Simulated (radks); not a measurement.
The numbers below are computed, except where a source is named.
These are the eigenvalues of the occupied orbitals of an atom or ion with whole-number occupations (eV). Level of theory: scalar-relativistic Kohn-Sham, SCAN, spin-polarised, spherical densities, finite nucleus; meta-GGA in the generalised Kohn-Sham scheme; Fermi nuclear charge, rms radius of each element as measured or else 0.836 A^(1/3) + 0.57 fm (a radial shooting solver on a logarithmic mesh with Libxc functionals).

| orbital | eigenvalue |
|---|---|
| 1s up | -78541.91 |
| 1s down | -78541.91 |
| 2s up | -13866.87 |
| 2s down | -13866.70 |
| 2p up | -12022.20 |
| 2p down | -12022.04 |
| 3s up | -3309.623 |
| 3s down | -3308.758 |
| 3p up | -2769.281 |
| 3p down | -2768.346 |
| 3d up | -2181.573 |
| 3d down | -2180.733 |
| 4s up | -756.0261 |
| 4s down | -754.1576 |
| 4p up | -577.4239 |
| 4p down | -575.6434 |
| 4d up | -359.7716 |
| 4d down | -358.0008 |
| 5s up | -144.8479 |
| 5s down | -142.7644 |
| 4f up | -118.9775 |
| 4f down | -117.1236 |
| 5p up | -97.0131 |
| 5p down | -94.7446 |
| 5d up | -41.6686 |
| 5d down | -39.6358 |

Which element is it, and in what charge state? The configuration may be excited. Open shells, if any, are filled with parallel spins first.

Answer. Z = 78, platinum, charge +3: Pt3+ in [Xe] 4f13 5d8. The list shows which subshells hold electrons but not how many an open one holds; the 1s level, -2886.4 hartree, gives Z - s = 76.0 by -(Z - s)^2/2, which with screening and relativity narrows Z to a few neighbours, and the depths of the outer levels then fix element, charge and occupations together.
